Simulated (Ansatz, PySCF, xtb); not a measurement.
Pair of molecules: HF (SMILES F) (first 2 atoms) with HCl (SMILES Cl); geometry from B3LYP-D3(BJ)/def2-TZVP, rigid monomers moved along the line of their centres of mass till H2···Cl3 is 2.06 Å.
(charge 0, multiplicity 1):
```xyz
4

F     -0.0125    -0.0839    -0.1391
H      0.1544     0.1338     0.7509
Cl    -0.0217     0.4414     2.7818
H     -1.2363     0.0240     2.7630
```

Counterpoise-corrected where a basis set is named; no monomer relaxation. Rows marked so take none.

Correlated levels freeze the cores. CBS: X⁻³ extrapolation of the correlation energy, Hartree–Fock from the larger set. Rows in 6-31G* carry no dispersion term and start afresh at each structure (6-31G* with six Cartesian d functions).

Codes used: Ansatz (a quantum-chemistry and plane-wave program) with Gaussian orbitals; PySCF for 6-31G* rows, the dispersion terms; xtb for the GFN methods. Values without a source in brackets are computed.

```tsv
level	interaction energy (kcal/mol)
GFN2-xTB	-3.69
BP86/6-31G* (no counterpoise)	-1.06
r2SCAN/def2-TZVPPD	-2.86
B3LYP-D4/def2-TZVPPD	-2.53
PBE0-D4/def2-TZVPPD	-2.92
MP2/aug-cc-pV(T+d)Z	-1.89
CCSD/aug-cc-pV(T+d)Z	-1.39
CCSD(T)/aug-cc-pV(T+d)Z	-1.77
CCSD(T)/CBS(aug-cc-pV(T+d)Z, aug-cc-pV(Q+d)Z)	…
```

Task: Fill in the missing entries.

Result: 
- CCSD(T)/CBS(aug-cc-pV(T+d)Z, aug-cc-pV(Q+d)Z), interaction energy (kcal/mol): -2.20
